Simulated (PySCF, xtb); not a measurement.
I3Sc, SMILES [I][Sc-]([I])[I] (connectivity only; charge and spin as stated), charge -1, multiplicity 2.

Harmonic wavenumbers (cm⁻¹) from xtb with GFN2-xTB at its own minimum, in rising order: 19, 20, 67, 130, 281, 281.

What does B3LYP-D3(BJ)/def2-SVPD (PySCF) give at its own minimum? (Estimate from the structure and the level; the computed values follow.)

35, 35, 64, 116, 255, 255. Paired by order, the mean absolute difference is 17 cm⁻¹ and the zero-point energies are 1.1 and 1.1 kcal/mol.
